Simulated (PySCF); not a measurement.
**Dipole response of Pd⁺ (palladium, charge +1)**

[Kr] 4d9, 2D determinant. Computed with PySCF 2.14 in def2-TZVPPD with the def2 core potential (28 electrons) (6s4p3d2f1g, 56 functions), with a scalar-relativistic core potential. Coupled (time-dependent) response in atomic units; α is the mean over directions.

```
 method  mean α (bohr³)         α xx, yy, zz  C₆ (like pair)  S(−4)
    UHF           7.986  7.679, 7.679, 8.602           39.40  30.76
    PBE           9.682  9.439, 9.439, 10.17           46.64  57.29
   PBE0           9.052  8.781, 8.781, 9.594           44.12  45.81
   BLYP           9.843  9.630, 9.630, 10.27           46.94  61.33
r2SCANh           9.124  8.802, 8.802, 9.767           45.11  45.38
```

S(−4) is the Cauchy moment in α(ω) = α(0) + S(−4) ω² + …

Spin-orbit coupling is absent.

α(iu) at UHF:

```
u (hartree)  α(iu) (bohr³)
          0          7.986
     0.0500          7.911
      0.100          7.697
      0.200          7.007
      0.300          6.222
      0.500          4.948
      0.750          3.961
       1.00          3.331
       1.50          2.495
       2.00          1.918
       3.00          1.185
       5.00         0.5416
```

For an ion, C₆ is the dispersion term alone; charge-induced terms of lower order in 1/R come first.

The components differ because the open shell of this determinant is not spherical; for a pure term their mean is the scalar polarisability.

Energies and moments cover only the electrons outside the core potential.
